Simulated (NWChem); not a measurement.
A series in which one site is exchanged, each optimised at PBE0/def2-SVP with NWChem, gas phase unless a solvent is named. Low-valent species are run as closed-shell singlets; no triplet was tried in these runs. For some, no frequency run checked for a minimum. def2 effective core potentials on I, Pb; no spin-orbit coupling.

A: [Br][PbH] (PbHBr; site = H)
B: [Br][Pb][Br] (PbBr₂; site = Br)
C: [F][Pb][Br] (PbBrF; site = F)
D: [Br][Pb][I] (PbIBr; site = I)

```json
[
 {"quantity": "dipole (D), PBE0/def2-SVP", "A": "3.72", "B": "4.30", "C": "4.56", "D": "…"},
 {"quantity": "vertical ionisation energy, ΔSCF, B3LYP/def2-SVP (eV)", "A": "9.02", "B": "9.62", "C": "10.11", "D": "…"},
 {"quantity": "lowest singlet excitation, B3LYP/def2-SVPD, TDA (eV)", "A": "2.56", "B": "3.18", "C": "3.47", "D": "…"}
]
```

**Question.** Some entries are withheld; supply them.

**Answer.** 
- dipole (D), PBE0/def2-SVP, D: 4.12
- vertical ionisation energy, ΔSCF, B3LYP/def2-SVP (eV), D: 9.23
- lowest singlet excitation, B3LYP/def2-SVPD, TDA (eV), D: 2.72
